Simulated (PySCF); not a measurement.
# State search for CaBe

Unrestricted PBE0; basis Ca pcseg-2, Be pcseg-2; no relativity; PySCF 2.14. Outer shells of the fragments: Ca 4s2; Be 2s2.

Followed along the bond (rough minima from three points):

```json
{"2Ms+1": "1", "unpaired": "none", "⟨S²⟩ at the start": "0.00", "R at minimum (Å)": "3.37", "Te (eV)": "0.00"}
{"2Ms+1": "3", "unpaired": "σ ↑, π ↑", "⟨S²⟩ at the start": "2.03", "R at minimum (Å)": "2.70", "Te (eV)": "0.54"}
{"2Ms+1": "1", "unpaired": "σ ↑, π ↓", "⟨S²⟩ at the start": "1.04", "R at minimum (Å)": "2.69", "Te (eV)": "0.64"}
{"2Ms+1": "3", "unpaired": "σ ↑↑", "⟨S²⟩ at the start": "2.01", "R at minimum (Å)": "2.91", "Te (eV)": "0.66"}
{"2Ms+1": "3", "unpaired": "π ↑↑", "⟨S²⟩ at the start": "2.04", "R at minimum (Å)": "none in the scan", "Te (eV)": "≤ 1.48"}
```

Solutions found at the starting distance of 2.550 Å, counted from the lowest of them; the search is not exhaustive and high or unbound solutions are not listed, so other states can lie among these:

| 2Ms+1 | unpaired | term | E (eV) | ⟨S²⟩ | ⟨Lz²⟩ | μ (D) |
| --- | --- | --- | --- | --- | --- | --- |
| 3 | σ ↑, π ↑ | ³Π | 0.00 | 2.03 | 1.00 | -2.65 |
| 1 | none | ¹Σ⁺ | 0.04 | 0.00 | 0.00 | -0.28 |
| 1 | σ ↑, π ↓ | mixed | 0.10 | 1.04 | 1.01 | -2.25 |
| 3 | σ ↑↑ | ³Σ⁺ | 0.31 | 2.01 | 0.00 | -3.32 |
| 3 | π ↑↑ | ³Σ⁻ | 0.98 | 2.04 | 0.00 | -7.70 |
| 1 | π ↑↓ | mixed | 1.15 | 1.01 | 2.02 | -8.06 |

A term symbol is given only where ⟨S²⟩ and ⟨Lz²⟩ are close to those of a pure state; real π, δ and φ orbitals otherwise mix terms. A positive dipole means Ca(−)Be(+).

Question: Compare the gap between the two lowest followed solutions at the starting distance with the gap between their minima.

Answer: At PBE0 the second solution (triplet, unpaired electrons σ ↑, π ↑) lies -0.04 eV from the first (singlet, closed shell) at 2.550 Å and +0.54 eV at the minima; the two curves relax by different amounts, since their minima lie near 2.70 and 3.37 Å.
